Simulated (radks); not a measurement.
The numbers below are computed, except where a source is named.
The copper ion Cu2+, configuration [Ne] 3s2 3p5.75 3d9 4s0.25 (fractional occupations, a model configuration).

Level of theory: non-relativistic Kohn-Sham, SCAN, spin-polarised, spherical densities, point nucleus; open shells are filled with parallel spins first; meta-GGA in the generalised Kohn-Sham scheme (a radial shooting solver on a logarithmic mesh with Libxc functionals).

Energy parts (hartree):
total: -1638.88555
kinetic: 1637.75024
electron-nucleus: -3896.41127
Hartree: 686.30232
exchange-correlation: -66.52684

Orbitals (lengths in bohr, moments of r in powers of bohr; r(max) is where P^2 peaks):
| orbital | occ. | eigenvalue (hartree) | r(max) | <r^4> |
|---|---|---|---|---|
| 1s up | 1 | -323.4972 | 0.03489 | 0.00003594 |
| 1s down | 1 | -323.4894 | 0.03489 | 0.00003594 |
| 2s up | 1 | -39.67939 | 0.1995 | 0.007786 |
| 2s down | 1 | -39.64378 | 0.1995 | 0.007764 |
| 2p up | 3 | -34.84505 | 0.1596 | 0.005651 |
| 2p down | 3 | -34.81403 | 0.1596 | 0.005632 |
| 3s up | 1 | -5.28878 | 0.6208 | 0.5695 |
| 3s down | 1 | -5.21257 | 0.6215 | 0.5749 |
| 3p up | 3 | -3.75704 | 0.6223 | 0.7503 |
| 3p down | 2.75 | -3.68156 | 0.6232 | 0.7611 |
| 3d up | 5 | -1.20630 | 0.5948 | 2.703 |
| 3d down | 4 | -1.13656 | 0.5974 | 2.901 |
| 4s up | 0.25 | -0.82636 | 1.962 | 53.90 |

The highest occupied level is 4s up at -22.486 eV. Virial ratio -V/T = 2.00069. The density falls to 0.001 e/bohr^3 at r = 3.07 bohr. Summed over all electrons, <r^2> = 16.33 bohr^2, which gives a Langevin (diamagnetic) susceptibility term of -12.9 x 10^-6 cm^3/mol. The spin density at the nucleus is 2.333 e/bohr^3 (1s -0.155, 2s -0.624, 3s 0.768, 4s 2.345), a Fermi contact field of 122 T. Spin moment in Bohr magnetons: 1.5.

Empty levels of this run are not shown, since the potential may be unsettled where no density lies.
